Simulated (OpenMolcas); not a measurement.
A calculation on Xe+.

```
Program             : OpenMolcas 26.06
Method              : CASSCF
Basis               : ANO-RCC-VQZP [8s7p5d3f2g]
Scalar Hamiltonian  : DKH2, point nucleus
Active space        : 7 electrons in 4 orbitals (5s 5p)
State averaging     : 2S+1 = 2 odd, 3 roots; 2S+1 = 2 even, 1 root
Spin-orbit coupling : RASSI with atomic mean-field integrals over the reference wave functions, term energies averaged over their components
```

**Question.** Which level of the active space comes out lowest?

**Answer.** 5s2 5p5 2P* 3/2, with 100 % of that term; it is also the measured ground level.

**Question.** How high does 5s 5p6 2S 1/2 lie?

**Answer.** 122525 cm-1 above the lowest level; measured 90874 cm-1 above the ground level, so the calculation is off by +35 %.

**Question.** How high does 5s2 5p5 2P* 1/2 lie?

**Answer.** 9714 cm-1 above the lowest level; measured 10537 cm-1 above the ground level, so the calculation is off by -8 %.

Measured values: NIST Handbook of Basic Atomic Spectroscopic Data.

Computed and measured levels are paired by configuration, term and J; levels that our copy of the source lacks, or whose pairing is in doubt (as where it misses far off the trend of its configuration), stay unpaired and out of the deviations. Levels of configurations outside the active space are missing.

* marks odd parity.
